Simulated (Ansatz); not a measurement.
A run on C5H12N2Zn (`CC1=[N+](C)[Zn-]([CH3])[N]1C`) with other settings.

```yaml
crystal:
  periodic: [false, false, false]
  atoms:
    - {symbol: C, position_ang: [0.081862, -2.156312, -0.789798]}
    - {symbol: C, position_ang: [0.019372, -0.695598, -0.252784]}
    - {symbol: N, position_ang: [-0.123591, 0.369606, -1.058132]}
    - {symbol: C, position_ang: [-0.012038, 0.164155, -2.502567]}
    - {symbol: Zn, position_ang: [-0.024900, 1.564862, 0.626606]}
    - {symbol: C, position_ang: [-0.225901, 3.362858, 1.197001]}
    - {symbol: N, position_ang: [0.035396, -0.396988, 1.067901]}
    - {symbol: C, position_ang: [0.125447, -1.427988, 2.098173]}
    - {symbol: H, position_ang: [1.005711, -2.230570, -1.439610]}
    - {symbol: H, position_ang: [-0.756544, -2.396927, -1.424808]}
    - {symbol: H, position_ang: [0.145007, -2.881874, 0.046897]}
    - {symbol: H, position_ang: [-0.201323, 1.228752, -2.918853]}
    - {symbol: H, position_ang: [0.899167, -0.214440, -2.828766]}
    - {symbol: H, position_ang: [-0.900875, -0.387840, -2.808351]}
    - {symbol: H, position_ang: [0.461513, 3.526828, 2.079353]}
    - {symbol: H, position_ang: [0.093223, 4.105084, 0.534428]}
    - {symbol: H, position_ang: [-1.215761, 3.628463, 1.547397]}
    - {symbol: H, position_ang: [0.113015, -0.878007, 3.080397]}
    - {symbol: H, position_ang: [-0.649189, -2.078233, 2.088037]}
    - {symbol: H, position_ang: [1.026593, -2.004943, 2.021376]}
basis:
  gaussian: {orbitals: ANO-RCC-VTZP}
total_charge: 1
magnetization: {spin_polarized: true, initial_magnetization: 1}
hamiltonian: {xc: {name: SPW92}}
```

```sh
$ ansatz run in.yaml --threads 4 --pin off --events-out ev --progress --plain --max-ram 66560MiB --backend cuda --devices 0, --max-vram 37GiB
```

Shortened log:

```
Functional definition: SPW92
2767 factors; their error is unknown
mean field evaluation 1: about -57005.7505 eV, gradient 1.4e2 eV
mean field evaluation 2: about -56728.1104 eV, gradient 3.3e2 eV
mean field evaluation 4: about -57022.5076 eV, gradient 9.7e1 eV
mean field evaluation 8: about -57073.4669 eV, gradient 5.3e0 eV
mean field evaluation 16: about -57073.5388 eV, gradient 3.4e-2 eV
mean field evaluation 32: about -57073.4812 eV, gradient 5.5e-1 eV
mean field -57073.53877875 eV, -2097.4138642850 hartree, gradient 3.7e-5 eV, S^2 0.755631; 4 other end points of the search recorded, 0 dependent functions left out
reference -57073.53884073 eV, -2097.4138665626 hartree; 43, 42 occupied and 394, 395 virtual orbitals, 2767 factors
Total energy: -57073.53884073 eV, -2097.4138665626 hartree
Relativity: scalar
```

Hardware: 4 threads of an AMD EPYC 7R13 on a shared host and a share of an NVIDIA H100 80 GB. Wall time 20 s, peak host memory 1.3 GiB.
